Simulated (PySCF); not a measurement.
B(H)(Cl)(NH2) (BClH₃N), SMILES ClBN. Heavy atoms are numbered as in [BH:1]([Cl:3])[NH2:4]. Hydrogens are named by the atom that carries them.

Geometry optimised at PBE0-D3(BJ)/def2-TZVP. One conformer was computed; it need not be the lowest.

These are PySCF with PBE0/pcSseg-2 values and carry that method's errors.

GIAO shieldings, no solvent; atoms alike by connectivity are averaged. δ = σ(ref) − σ: ¹¹B against BF3 (σ = 88.8 ppm); ¹H against TMS (σ = 31.54 ppm); ³⁵Cl against HCl (σ = 943.3 ppm); ¹⁵N against NH3 (σ = 263.3 ppm), references at their B3LYP-D3(BJ)/def2-TZVP geometries, non-relativistic (without spin–orbit terms, shifts of atoms bonded to Cl or Br come out too high).

| nucleus | atoms | count | δ (ppm) |
|---|---|---|---|
| ¹¹B | B1 (BH) | 1 | 26.5 |
| ¹H | H on B1 | 1 | 5.28 |
| ¹H | H on N4 | 2 | 4.14 |
| ³⁵Cl | Cl3 | 1 | 112.8 |
| ¹⁵N | N4 (NH2) | 1 | 108.8 |
